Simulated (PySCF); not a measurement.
# How methods differ on the ionisation energy of Er⁵¹⁺

Er⁵¹⁺ [Ne] 3s2 3p5 [3p1/2^2 3p3/2^3, M_J = 3/2] → Er⁵²⁺ [Ne] 3s2 3p4 [3p1/2^2 3p3/2^2, M_J = 2], as a difference of total energies. Calculation: PySCF 2.14, in an uncontracted even-tempered set (18 s from 14 bohr⁻², ratio 2.4; 14 p from 18 bohr⁻², ratio 2.4; 4 d from 65 bohr⁻², ratio 2.6; 4 f from 98 bohr⁻², ratio 2.6); the two-component X2C-1e Hamiltonian. Correlated levels: 1s2 frozen; the 54 highest virtual spinors dropped. "Screened" scales the spin-orbit matrix elements by Boettger's factors to mimic the two-electron term; Breit and QED terms are absent.

```json
{"method": "GHF (spin-free)", "ionisation energy (eV)": "4817.9"}
{"method": "GMP2 (spin-free)", "ionisation energy (eV)": "4819.0"}
{"method": "GHF (screened spin-orbit)", "ionisation energy (eV)": "4750.4"}
{"method": "GMP2 (screened spin-orbit)", "ionisation energy (eV)": "4751.5"}
```

Breit and QED terms and the two-electron picture change are absent.

The spin-free rows relax to the high-spin LS determinant and lack the spin-orbit shift.

The labels give the starting determinants; with spin-orbit coupling the two ends relaxed to ⟨J²⟩ = 3.75, ⟨L²⟩ = 2.03, ⟨S²⟩ = 0.78 and ⟨J²⟩ = 6.00, ⟨L²⟩ = 3.26, ⟨S²⟩ = 1.41.

For comparison: 4748 ± 4 eV (theoretical estimate listed by NIST; NIST Atomic Spectra Database, ionization energies).
